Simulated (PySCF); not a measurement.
## From computed data to an observable: chemical shift, span and skew from a shielding tensor

B(F)(Et)(NH2) (C2H7BFN), SMILES C(C)B(N)F. Atoms are numbered in the order given.

```xyz
12

B     -0.1241     0.3871     0.4197
F     -1.3066    -0.1649     0.7814
C      0.4215     0.1110    -1.0386
C      0.3732    -1.3737    -1.4262
H      1.4434     0.5103    -1.1584
H     -0.2126     0.6904    -1.7362
H     -0.6473    -1.7748    -1.3230
H      1.0291    -1.9788    -0.7784
H      0.6951    -1.5383    -2.4671
N      0.5333     1.1777     1.3749
H      0.1480     1.3488     2.2957
H      1.4236     1.6231     1.2009
```

Geometry optimised at ωB97X-D3(BJ)/def2-SVP. One conformer was computed; it need not be the lowest.

GIAO shieldings from PBE/pcSseg-1 in PySCF, non-relativistic, no solvent. The symmetric part of the tensor of C4 has the principal values 161.9, 164.7, 181.5 ppm. The same nucleus in TMS has σ = 182.0 ppm at this level (PySCF, at its B3LYP-D3(BJ)/def2-TZVP geometry).

Q: Work out the isotropic shielding, the ¹³C shift against TMS, the span and the skew.

A: 
σ(iso) = (σ11 + σ22 + σ33)/3 = 169.4 ppm. δ = σ(ref) − σ(iso) = 182.0 − (169.4) = 12.6 ppm.
Span Ω = σ33 − σ11 = 19.6 ppm. Skew κ = 3(σ(iso) − σ22)/Ω = 0.71. Tumbling in solution averages the tensor to δ; in a static solid the shielding alone would spread this spin-1/2 line over Ω.
